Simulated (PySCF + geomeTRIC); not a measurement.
Species: [Zn(H)2] (charge 0, multiplicity 1).

Give a relaxed geometry from BP86-D3(BJ)/def2-SVP in PySCF + geomeTRIC.

the end point of this relaxation.
Cartesian coordinates (Å) in one orientation:
```xyz
3

Zn     0.000     0.000     0.000
H      1.178    -0.380     0.931
H     -1.178     0.380    -0.931
```
